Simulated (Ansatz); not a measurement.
Compare A (`C[Si](O)(O)O`) with its isomer B (`OCO[SiH2]O`).

Computed with Ansatz on PBE0-D4/def2-TZVP structures; ΔE is electronic, products minus reactants. CBS: MP2 limit from def2 TZ/QZ plus the TZ coupled-cluster correction, frozen cores. Functionals use def2-TZVPP. B3LYP here is the variant with VWN-RPA as its local correlation; programs differ in this. One conformer a species, not always the lowest.

Task: Which is lower in electronic energy at CCSD(T)/CBS, and by how much? (An estimate is asked.)

Result: The calculation gave: A, by 65.9 kcal/mol.

Task: Give E(B) − E(A) in kcal/mol with MP2/def2-TZVPP, CCSD(T)/def2-TZVPP, ωB97M-V, B2PLYP, B3LYP, PBE-D4, PBE0-D4. (Estimate.)

Result: Ansatz gave: MP2/def2-TZVPP 66.9, CCSD(T)/def2-TZVPP 64.1, ωB97M-V 64.6, B2PLYP 64.1, B3LYP 62.5, PBE-D4 61.5, PBE0-D4 63.4. None reverses the order clearly.

Largest T1 diagnostic: 0.012.

In def2-TZVPP, CCSD(T) changes the Hartree–Fock value by +1.6 kcal/mol (the triples alone add −0.3 kcal/mol) and MP2 by +4.5 kcal/mol. From PBE to PBE0 (25 % exact exchange), in def2-TZVPP and without D4, E(B) − E(A) moves by +2.0 kcal/mol.
